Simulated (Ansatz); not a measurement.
`C[S][Al]([Cl])[Cl]` + H₂O → `[OH][Al]([Cl])[Cl]` + CH₃SH at 600 K and 1 bar (formal hydrolysis of the Al–S bond).

Calculated with Ansatz (gas phase, PBE0-D4/def2-TZVP geometries, no zero-point term in ΔE). CCSD(T)/CBS is the MP2 limit (def2-TZVPP, def2-QZVPP) plus CCSD(T) − MP2 in def2-TZVPP, frozen cores. This one scheme is used for every species. Each species was taken in one conformer, which may not be the lowest.

| species | CCSD(T)/CBS energy (Eh) | H − E (kJ/mol) | S (J/(mol·K)) |
| --- | --- | --- | --- |
| `C[S][Al]([Cl])[Cl]` | -1599.39326 | 171.4 | 475.9 |
| H₂O | -76.37941 | 76.8 | 212.8 |
| `[OH][Al]([Cl])[Cl]` | -1237.55309 | 88.2 | 383.9 |
| CH₃SH | -438.22835 | 152.3 | 296.8 |

H − E and S are ideal-gas, rigid-rotor, harmonic terms from PBE0-D4/def2-TZVP, for one conformer and one mirror image of each species. 1 Eh = 2625.50 kJ/mol, R = 8.31446 J/(mol·K).

**Question.** By hand: ΔE, ΔH, ΔS and ΔG.

**Answer.** ΔE = (-1237.55309) + (-438.22835) − (-1599.39326) − (-76.37941) = -0.00877 Eh = -23.0 kJ/mol. Δ(H − E) = 88.2 + 152.3 − 171.4 − 76.8 = -7.7, so ΔH = -30.7 kJ/mol. ΔS = 383.9 + 296.8 − 475.9 − 212.8 = -8.0 J/(mol·K). ΔG = -30.7 − 600 × (-8.0)/1000 = -25.9 kJ/mol.

**Question.** By hand: the equilibrium constant, and the temperature at which ΔG would vanish if ΔH and ΔS stayed fixed.

**Answer.** log₁₀ K = −ΔG/(RT ln 10) = 2.3. ΔG = 0 at ΔH/ΔS = 3838 K, far beyond where these terms or the molecules hold.

The number of gas molecules stays the same, so ΔS is small and ΔH decides. A doubt of 5 kJ/mol in ΔE shifts log₁₀ K by 0.4 here. Other conformers and mirror images would add mixing entropy, several J/(mol·K) or more a flexible species. Modes under 60 cm⁻¹, often nearly free rotors, make the harmonic entropy too high. These are equilibria of isolated gas molecules and say nothing of rates. Largest T1 diagnostic: 0.010 (customary marks: 0.02 for closed shells, 0.045 for open ones).
